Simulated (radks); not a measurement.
Ca17+, configuration [He] 2s1.

All-electron calculation, non-relativistic Kohn-Sham, r2SCAN, spin-polarised, spherical densities, point nucleus; open shells are filled with parallel spins first; meta-GGA in the generalised Kohn-Sham scheme. Program: a radial shooting solver on a logarithmic mesh with Libxc functionals.

Energy parts (eV):
total: -11698.747
kinetic: 11697.134
electron-nucleus: -23932.306
Hartree: 919.614
exchange-correlation: -383.189

Orbitals (lengths in bohr, moments of r in powers of bohr):
orbital  occ.  eigenvalue (eV)      <r>
1s up       1        -4894.899  0.07658
1s down     1        -4890.336  0.07661
2s up       1        -1124.789   0.3200
2p up       0        -1082.824   0.2749
3s up       0        -458.9706   0.7273
3d up       0        -449.2451   0.5738

The highest occupied level is 2s up at -1124.8 eV. The density falls to 0.001 e/bohr^3 at r = 0.88 bohr. Summed over all electrons, <r^2> = 0.1351 bohr^2, which gives a Langevin (diamagnetic) susceptibility term of -0.107 x 10^-6 cm^3/mol.
